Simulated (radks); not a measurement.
Values are calculated unless marked as measured or tabulated.
P+, configuration [Ne] 3s1 3p2 4s1 (not the ground configuration). Level of theory: scalar-relativistic Kohn-Sham, PBE, spin-unpolarised, spherical densities, finite nucleus; Fermi nuclear charge, rms radius 3.1889 fm (a radial shooting solver on a logarithmic mesh with Libxc functionals).

Local quantities along the radius. ELF = 1/(1 + alpha^2) is the electron localisation function; alpha = (tau - tau_W)/tau_unif compares the Pauli kinetic energy density with that of the uniform gas; s = |grad rho|/(2 (3 pi^2)^(1/3) rho^(4/3)) is the reduced gradient; 4 pi r^2 rho is in e/bohr. tau is taken from the large components.

r (bohr)    ELF     alpha       s  4 pi r^2 rho
0.003355  1.000  0.009538  0.4277        0.2908
0.004404  1.000  0.009817  0.4216        0.4839
0.005781  1.000   0.01028  0.4193        0.7974
0.007588  1.000   0.01098  0.4206         1.297
0.00996   1.000   0.01204  0.4257         2.074
0.01307   1.000   0.01363  0.4352         3.244
0.01716   1.000   0.01609  0.4499         4.929
0.02252   1.000   0.02005  0.4714         7.211
0.02956   0.999   0.02684  0.5022         10.04
0.0388    0.998   0.03940  0.5458         13.11
0.05093   0.996   0.06518  0.6071         15.75
0.06686   0.985    0.1251  0.6919         17.06
0.08775   0.926    0.2837  0.7989         16.34
0.1152    0.656    0.7238  0.8859         13.87
0.1512    0.282     1.594  0.7967         11.40
0.1984    0.241     1.773  0.4634         11.11
0.2605    0.518    0.9642  0.2945         13.42
0.3419    0.788    0.5185  0.3723         15.78
0.4488    0.864    0.3972  0.5530         14.83
0.5891    0.820    0.4686  0.8314         10.18
0.7732    0.450     1.105   1.213         5.008
1.015     0.082     3.339   1.108         2.339
1.332     0.247     1.745  0.5095         1.959
1.749     0.614    0.7929  0.7260         1.851
2.295     0.364     1.323   1.202         1.170
3.013     0.073     3.560   1.392        0.5660
3.954     0.148     2.404  0.9920        0.3680
5.19      0.801    0.4985   1.565        0.2433
6.813     0.986    0.1197   3.326       0.08443
8.942     0.998   0.03946   8.638       0.01226
11.74     1.000   0.01829   30.94     0.0005784

On this mesh the ELF has minima near r = 0.17, 1.0, 3.5 bohr, which separate the shells, and maxima near 0.45 (0.86), 1.7 (0.61).
